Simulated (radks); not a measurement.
Numerical settings for neutral lead, [Hg] 6p2. Method: non-relativistic Kohn-Sham, BLYP, spin-polarised, spherical densities, point nucleus; open shells are filled with parallel spins first (spin-orbit coupling, left out, can overturn this in heavy ions); relativity is left out, which matters for an element this heavy; computed with a radial shooting solver on a logarithmic mesh with Libxc functionals. The defaults (mesh step 0.008 in ln r, mesh end at 40 bohr or more with all orbitals vanishing there, Anderson mixing 0.5 over 9 steps, residual threshold near 1e-9 with the energy settled to 1e-9 hartree or 1e-11 of itself, here a cap of 56 iterations) give E = -19528.597 hartree and 6p at -3.868 eV in 14 iterations. Run on one thread of a shared host, so times are rough (Arm Neoverse V2): 0.24 s of CPU time, 0.24 s wall, 14 iterations on 2728 mesh points. Changes against that run (0 stands for a change within the tolerance of the run):

setting                     iterations  converged  E (mhartree)  e(6p) (meV)  CPU (s)
mesh step in ln r 0.12               4         no      diverged            -     0.01
mesh step in ln r 0.02              14        yes      +0.00126            0     0.11
mesh step in ln r 0.08               2         no      diverged            -     0.01
mesh end (bohr) 12                  14        yes        +0.107        +9.96     0.23
mesh end (bohr) 1                   56         no     +3.61e+05    +1.22e+06      2.2
residual threshold 1e-16            56         no             0            0     0.52
residual threshold 1e-05            11        yes             0      +0.0816     0.21
mixing 1                            12        yes             0            0     0.22
linear mixing, mixing 0.05          56         no        +0.846         -139     0.81
linear mixing, mixing 1             56         no      +1.6e+06    +3.88e+03        4
mixing history 20                   19        yes             0            0      0.3
iteration cap 3                      3         no         +9.96         -149     0.08

No run marked as converged misses the energy by more than 1 mhartree. A mesh that ends early acts as a hard wall.
